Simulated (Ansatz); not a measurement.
```yaml
crystal:
  periodic: [false, false, false]
  atoms:
    - {symbol: O, position_ang: [-0.363253, 1.806316, -1.444224]}
    - {symbol: Sn, position_ang: [0.043795, 0.993054, 0.313411]}
    - {symbol: N, position_ang: [0.760307, -0.990018, 0.033684]}
    - {symbol: Al, position_ang: [-0.646593, -1.363619, 0.986000]}
    - {symbol: H, position_ang: [-1.052362, 1.333595, -1.916467]}
    - {symbol: H, position_ang: [1.277831, 2.077655, 0.796197]}
    - {symbol: H, position_ang: [1.563805, -1.373812, -0.441243]}
    - {symbol: H, position_ang: [-1.491530, -2.540172, 1.616842]}
basis:
  gaussian: {orbitals: def2-SVPD}
magnetization: {spin_polarized: true, initial_magnetization: 0}
hamiltonian: {xc: {name: PBE1PBE}}
output: {forces: true}
```

```sh
$ ansatz run in.yaml --threads 2 --pin off --events-out ev --progress --plain --max-ram 4352MiB
```

Output, abridged:

```
Error: YAML parse error: error: line 15 column 19: hamiltonian.xc: no functional is named "PBE1PBE"; the names, which are not case-sensitive, are SVWN5, SPW92, PBE, PBE0, PBEsol, revPBE, revPBE0, RPBE, rPW86-PBE, HSE06, wPBEh, LC-wPBE, HISS, HF, BLYP, B3LYP, B3LYP5, BHLYP, CAM-B3LYP, r2SCAN, r2SCANh, r2SCAN0, r2SCAN50, m-r2SCAN, B97, wB97, wB97X, wB97X-V, B97M-V, wB97M-V, B2PLYP, B2GP-PLYP, PBE0-DH, PBE-QIDH
13 |   gaussian: {orbitals: def2-SVPD}
14 | magnetization: {spin_polarized: true, initial_magnetization: 0}
15 | hamiltonian: {xc: {name: PBE1PBE}}
16 | output: {forces: true}
```

Q: What is wrong with this run?

A: The method's name isn't one that the program takes here. The input was rejected before any iteration.

HSE06 is defined as in plane-wave codes.
